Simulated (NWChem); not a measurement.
## Atomisation of C3HF4

```xyz
8

F     -2.8856    -0.3122     0.0000
C     -1.5894    -0.4441     0.0000
C     -0.6318     0.4804     0.0000
C      0.8227     0.1167     0.0000
F      1.0168    -1.2189     0.0000
F      1.4494     0.6280    -1.0881
F      1.4494     0.6280     1.0881
H     -0.8783     1.5580     0.0000
```
Charge 0, spin multiplicity 2.

Everything below was run with NWChem. The geometry was optimised at UPBE/def2-SVP, a minimum by its harmonic frequencies.

Basis set: def2-SVP. The atomisation energy is electronic alone: no zero-point, thermal, spin-orbit or counterpoise terms. No value is extrapolated to the basis-set limit. Free atoms are single determinants with multiplicities F 2, C 3, H 2. Correlated methods freeze the same cores in atoms and molecule, 7 orbitals in all.

Relative cost: rough, from shared machines, SCF included, LDA (SVWN5) = 1. Costs are the molecule's.

B3LYP has NWChem's definition, with VWN1-RPA local correlation. The structure started from a generated list of species. The unpaired electrons of the parent sit in orbitals of symmetry a' (Cs labels of the run); other states weren't searched. No SCF solution was tested for a lower state. Open-shell Hartree-Fock references start from PBE0 orbitals; any time given for them includes that run.

```
method       atomisation energy (kcal/mol)  relative cost             remark
-----------  -----------------------------  -------------  -----------------
r2SCAN                               821.4              3                  -
BLYP                                     ?        under 3                  -
HF                                   548.9              3  spin-contaminated
BHandHLYP                                ?        under 3                  -
PBE0                                     ?        under 3                  -
PBE                                  863.5        under 3                  -
LDA (SVWN5)                         1001.8              1                  -
MP2                                      ?              5  spin-contaminated
B3LYP                                806.0        under 3                  -
```

Complete the blanks.


- BLYP, atomisation energy (kcal/mol): 823.2
- BHandHLYP, atomisation energy (kcal/mol): 754.9
- PBE0, atomisation energy (kcal/mol): 820.7
- MP2, atomisation energy (kcal/mol): 782.7
